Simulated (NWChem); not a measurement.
SiH$_{4}$O; SMILES O[SiH3]

```xyz
6

Si    -0.0099    -0.5350     0.0000
O     -0.0746     1.1296     0.0000
H      0.6953    -1.0684     1.2089
H     -1.4205    -1.0068     0.0000
H      0.6953    -1.0684    -1.2089
H      0.7652     1.5969     0.0000
```
Atoms are numbered in this order, from 1.

Computed with NWChem. Medium grid unless said otherwise, to which SCAN and Minnesota functionals are sensitive. Geometry: optimised at PBE0/def2-SVP. B3LYP is NWChem's, with the RPA form of VWN correlation. Total energies of different functionals are on different scales.

```
level               energy (Ha)  highest occupied level (eV)  orbital gap (eV)  dipole (D)
------------------  -----------  ---------------------------  ----------------  ----------
B3LYP/def2-SVP        -367.0160                        -8.27              8.65        1.39
PBE/def2-SVP          -366.7484                        -6.92              6.63        1.35
PW6B95/def2-SVP       -367.3331                        -8.66              9.31        1.39
M06/def2-SVP          -366.9471                        -8.59              9.24        1.41
B3PW91/def2-SVP       -366.9350                        -8.30              8.80        1.39
M06-L/def2-SVP        -366.9839                        -7.36              7.70        1.37
SCAN/def2-SVP         -366.9776                        -7.38              7.49        1.39
BLYP/def2-SVP         -366.9633                        -6.80              6.61        1.35
BHandHLYP/def2-SVP    -366.9539                       -10.04             11.58        1.44
revPBE/def2-SVP       -366.9023                        -6.91              6.71        1.34
B97-2/def2-SVP        -366.9792                        -8.29              8.94        1.39
```
